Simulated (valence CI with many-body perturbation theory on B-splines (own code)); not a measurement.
**Pd³¹⁺: calculated level list**

Method: configuration interaction combined with many-body perturbation theory (CI+MBPT): five valence electrons over a frozen Dirac-Fock core [Ne], radial functions for each j: 11 s, 11 p, 10 d, 8 f, 5 g, 2 h, with the one-electron correlation potential Σ1 (screened to all orders), the two-electron term Σ2, the three-electron term Σ3, Breit, model QED; selected single and double excitations, second order for the rest, scaled by the run's own slope (own B-spline code, finite nucleus).

No measured spectrum was set against this ion. As an estimate, large intervals hold to a few tenths of a per cent, small ones and those within an open d or f shell to about a per cent. Among the levels kept, up to 4100 cm⁻¹ of a level comes from second order outside the variational space, and about a tenth of that is noise between levels of different J, which matters for small intervals.

Levels 46 to 90 of 170, with energies above the lowest level, (3s^2 3p1/2^2 3p3/2) J=3/2. "Leading %" is the weight of the configuration and term that name the level; weights of strongly mixed levels are sums over their largest components and can fall short, so below about 35 % the name and the second component can differ from the true leading terms, or belong to a minority configuration. In the jj column 3d3/2^4 stands for four electrons in 3d with j = 3/2. Lifetimes count E1, E2, E3, M1 and M2 decay at the calculated energies, and are blank where another channel may lead or the interval is too uncertain; long ones can be off by a factor of two.

```
No.  Configuration  Term     J  E (eV)  Leading %      g  Lifetime                     Leading jj
 46      3s.3p3.3d   6D°   9/2  238.85         67  1.468    253 ps  3s 3p1/2^2 3p3/2 3d5/2 (75 %)
 47      3s.3p3.3d   4F°   3/2  242.66         42  0.836   39.5 ps  3s 3p1/2^2 3p3/2 3d3/2 (52 %)
 48            3p5   2P°   3/2  245.19         42  1.315   27.2 ps         3p1/2^2 3p3/2^3 (42 %)
 49      3s.3p3.3d   4D°   5/2  247.14         35  1.368   44.7 ps  3s 3p1/2^2 3p3/2 3d5/2 (67 %)
 50      3s.3p3.3d   4G°   5/2  255.46         45  0.805   17.9 ps  3s 3p1/2^2 3p3/2 3d3/2 (69 %)
 51      3s.3p3.3d   4D°   7/2  256.75         30  1.273   37.8 ps  3s 3p1/2^2 3p3/2 3d3/2 (32 %)
 52      3s.3p3.3d   4D°   1/2  257.73         52  0.549   16.2 ps  3s 3p1/2^2 3p3/2 3d3/2 (70 %)
 53      3s.3p3.3d   4D°   3/2  260.68         52  1.085   71.5 ps  3s 3p1/2 3p3/2^2 3d3/2 (70 %)
 54      3s.3p3.3d   4D°   1/2  261.35         64  0.743   64.5 ps  3s 3p1/2 3p3/2^2 3d3/2 (40 %)
 55      3s.3p3.3d   4F°   5/2  262.62         50  1.173   47.5 ps  3s 3p1/2 3p3/2^2 3d3/2 (64 %)
 56      3s.3p3.3d   4G°   7/2  263.31         42  1.127   23.4 ps  3s 3p1/2^2 3p3/2 3d5/2 (54 %)
 57      3s.3p3.3d   4D°   1/2  265.89         29  1.401   34.8 ps  3s 3p1/2 3p3/2^2 3d3/2 (34 %)
 58      3s.3p3.3d   4F°   7/2  265.96         63  1.291   36.5 ps  3s 3p1/2 3p3/2^2 3d5/2 (35 %)
 59      3s.3p3.3d   2F°   5/2  270.29         23  1.109   9.98 ps  3s 3p1/2^2 3p3/2 3d5/2 (48 %)
 60      3s.3p3.3d   4D°   3/2  271.17         47  1.350   12.7 ps  3s 3p1/2^2 3p3/2 3d5/2 (61 %)
 61      3s.3p3.3d   4G°   9/2  271.75         46  1.263   97.8 ps  3s 3p1/2 3p3/2^2 3d5/2 (44 %)
 62      3s.3p3.3d   4D°   7/2  271.80         40  1.204   43.4 ps  3s 3p1/2 3p3/2^2 3d5/2 (40 %)
 63            3p5   2P°   3/2  274.35         13  1.289   9.83 ps  3s 3p1/2 3p3/2^2 3d3/2 (22 %)
 64      3s.3p3.3d   4F°   9/2  276.35         63  1.300   41.3 ps  3s 3p1/2 3p3/2^2 3d5/2 (74 %)
 65      3s.3p3.3d   2P°   1/2  276.52         47  0.606   38.1 ps  3s 3p1/2 3p3/2^2 3d5/2 (36 %)
 66     3s2.3p.3d2   4G°   5/2  279.95         36  0.851   10.7 ps      3s^2 3p1/2 3d3/2^2 (67 %)
 67      3s.3p3.3d   2G°   9/2  282.27         64  1.154   86.3 ps  3s 3p1/2 3p3/2^2 3d5/2 (44 %)
 68      3s.3p3.3d   4G°  11/2  283.36         95  1.269   45.9 ps  3s 3p1/2 3p3/2^2 3d5/2 (95 %)
 69      3s.3p3.3d   4P°   5/2  283.82         48  1.420   4.44 ps  3s 3p1/2 3p3/2^2 3d3/2 (45 %)
 70      3s.3p3.3d   4D°   1/2  284.03         42  0.580   5.21 ps  3s 3p1/2 3p3/2^2 3d3/2 (33 %)
 71      3s.3p3.3d   2D°   3/2  286.05         21  1.265   5.03 ps  3s 3p1/2 3p3/2^2 3d3/2 (51 %)
 72      3s.3p3.3d   4D°   7/2  286.88         44  1.219   5.51 ps  3s 3p1/2 3p3/2^2 3d3/2 (50 %)
 73      3s.3p3.3d   4F°   3/2  287.16         18  1.083   6.63 ps  3s 3p1/2 3p3/2^2 3d3/2 (51 %)
 74      3s.3p3.3d   4P°   1/2  288.74         49  2.239   14.4 ps  3s 3p1/2 3p3/2^2 3d5/2 (75 %)
 75      3s.3p3.3d   4P°   5/2  290.32         20  1.215   8.43 ps  3s 3p1/2 3p3/2^2 3d3/2 (34 %)
 76     3s2.3p.3d2   4G°   7/2  291.75         32  1.111   12.3 ps  3s^2 3p1/2 3d3/2 3d5/2 (44 %)
 77      3s.3p3.3d   4D°   5/2  291.77         61  1.252   11.7 ps  3s 3p1/2 3p3/2^2 3d5/2 (61 %)
 78      3s.3p3.3d   4F°   3/2  293.03         47  0.724   7.64 ps  3s 3p1/2 3p3/2^2 3d3/2 (72 %)
 79      3s.3p3.3d   4P°   3/2  293.20         42  1.310   5.16 ps  3s 3p1/2 3p3/2^2 3d5/2 (38 %)
 80     3s2.3p.3d2   4G°   5/2  295.17         26  0.896   7.83 ps  3s 3p1/2 3p3/2^2 3d3/2 (45 %)
 81      3s.3p3.3d   2G°   7/2  295.18         23  1.104   7.46 ps  3s 3p1/2 3p3/2^2 3d3/2 (44 %)
 82      3s.3p3.3d   2G°   9/2  296.59         31  1.142   13.5 ps  3s 3p1/2 3p3/2^2 3d5/2 (50 %)
 83      3s.3p3.3d   4P°   5/2  296.78         33  1.291   13.6 ps  3s 3p1/2 3p3/2^2 3d5/2 (75 %)
 84      3s.3p3.3d   4S°   3/2  297.64         26  1.577   5.35 ps  3s 3p1/2 3p3/2^2 3d5/2 (52 %)
 85      3s.3p3.3d   4D°   7/2  298.47         42  1.213   9.43 ps  3s 3p1/2 3p3/2^2 3d5/2 (62 %)
 86      3s.3p3.3d   2F°   7/2  299.48         51  1.083   9.95 ps  3s 3p1/2 3p3/2^2 3d5/2 (38 %)
 87      3s.3p3.3d   2P°   1/2  300.07         23  1.017   3.11 ps  3s 3p1/2 3p3/2^2 3d3/2 (48 %)
 88     3s2.3p.3d2   4F°   3/2  301.10         20  0.884   2.88 ps      3s^2 3p1/2 3d3/2^2 (34 %)
 89      3s.3p3.3d   4D°   5/2  301.35         31  1.176   5.98 ps  3s 3p1/2 3p3/2^2 3d5/2 (52 %)
 90      3s.3p3.3d   4D°   3/2  303.91         20  1.097   4.92 ps  3s 3p1/2 3p3/2^2 3d5/2 (49 %)
```

Where two levels of one J and parity lie close, their mixing, g and order are uncertain.
